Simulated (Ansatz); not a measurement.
Computed with Ansatz on PBE0-D4/def2-TZVP structures; ΔE is electronic, products minus reactants. CCSD(T)/CBS is the MP2 limit (def2-TZVPP, def2-QZVPP) plus CCSD(T) − MP2 in def2-TZVPP, frozen cores. This one scheme is used for every species, atoms too. DFT in def2-TZVPP. B3LYP here is the variant with VWN-RPA as its local correlation; programs differ in this. HSE06 is defined as in plane-wave codes. No spin–orbit coupling; open shells (•) take unrestricted orbitals. Spin–orbit coupling would lower the free atoms: a little for B, Cl, F, Si. Each species was taken in one conformer, which may not be the lowest.

`F[Si](F)(F)BCl` → B• + Cl• + 3 F• + H• + Si•  (atomization)

(1) What is ΔE at CCSD(T)/CBS? (Estimate.)

(2) What do these levels give: LDA (SPW92), PBE-D4, BLYP-D4, B97M-V, CAM-B3LYP-D4, ωB97X-V, PBE-QIDH, r2SCAN, B3LYP, HSE06, HF/def2-SVP, SCS-MP2/def2-TZVPP? (An estimate is asked.)

(3) What do rigid-rotor, harmonic-oscillator terms from PBE0-D4/def2-TZVP frequencies (298.15 K, 1 bar) make of the CCSD(T)/CBS value? (Estimate.)

Largest T1 diagnostic among the species: 0.014.

## Answers

(1) The calculation gave: +689.5 kcal/mol.

(2) Ansatz gave: LDA (SPW92) 790.6, PBE-D4 699.3, BLYP-D4 683.4, B97M-V 691.6, CAM-B3LYP-D4 689.2, ωB97X-V 689.0, PBE-QIDH 683.5, r2SCAN 691.6, B3LYP 674.1, HSE06 679.7, HF/def2-SVP 507.6, SCS-MP2/def2-TZVPP 683.7 kcal/mol.

(3) The calculation gave: ΔZPE = -14.8 kcal/mol, ΔH = +680.0 kcal/mol, ΔS = 718 J/(mol·K), ΔG = +628.8 kcal/mol. Open shells count their whole term as degenerate. Modes under 50 cm⁻¹ make the entropy rough.

From BLYP to BHLYP (50 % exact exchange), in def2-TZVPP and without D4, ΔE moves by −20.9 kcal/mol: exact exchange takes away binding that semilocal exchange gives to molecules. Leaving LDA and LC-ωPBE aside and taking each functional with its dispersion term where it has one, the values, not all of them listed here, spread over 40.5 kcal/mol, from BHLYP-D4 to PBE-D4. LDA lies +95.3 kcal/mol from PBE without D4, its usual overbinding. At CCSD(T), def2-SVP lies −56.9 kcal/mol from the extrapolated value and def2-TZVPP −20.8 kcal/mol: correlation converges slowly with the basis, and small sets miss more of it in the bonded molecule than in its fragments.

For atomizations the MP2-based limit and the directly extrapolated one differ by several kJ/mol either way, and by 10 to 25 for some Ge, Se and Sn compounds, so smaller differences from it don't rank the levels.
